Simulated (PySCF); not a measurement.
C₆ coefficients of unlike pairs at UHF

Calculated with PySCF 2.14 from the dipole response of each species, C₆(A,B) = (3/π) ∫ α_A(iu) α_B(iu) du, in atomic units, from isotropic polarisabilities. For ions this is the dispersion term alone; charge-induced terms of lower order in 1/R come first.

| species | configuration | basis | relativity | α (bohr³) | C₆ (like pair) |
| --- | --- | --- | --- | --- | --- |
| Si³⁺ | [Ne] 3s1 (2S) | aug-cc-pV(T+d)Z with one added diffuse shell each of s, p, d, f type (7s6p5d3f) | none | 7.927 | 15.74 |
| B⁺ | [He] 2s2 (1S) | x2c-TZVPPall with one added diffuse shell each of s, p, d type (6s4p3d1f) | spin-free X2C | 11.33 | 31.49 |
| In³⁺ | [Kr] 4d10 (1S) | x2c-TZVPPall with one added diffuse shell each of s, p, d, f type (9s7p5d3f) | spin-free X2C | 3.117 | 13.32 |
| Ti⁺ | [Ar] 3d2 4s1 (4F) | def2-QZVPPD (11s6p5d3f2g) | none | 64.52 | 441.7 |

(1) Estimate C₆ for In³⁺ with Si³⁺.

No spin-orbit coupling is included.

The other pairs:

```csv
pair,C₆
"B⁺, Si³⁺",22.23
"Ti⁺, B⁺",110.7
"In³⁺, B⁺",14.94
"Ti⁺, In³⁺",46.19
"Ti⁺, Si³⁺",78.04
```

Results:

(1) The integral gives 10.91. The combination rule 2 C_A C_B / (C_A α_B/α_A + C_B α_A/α_B) gives 10.47 and the geometric mean 14.48.
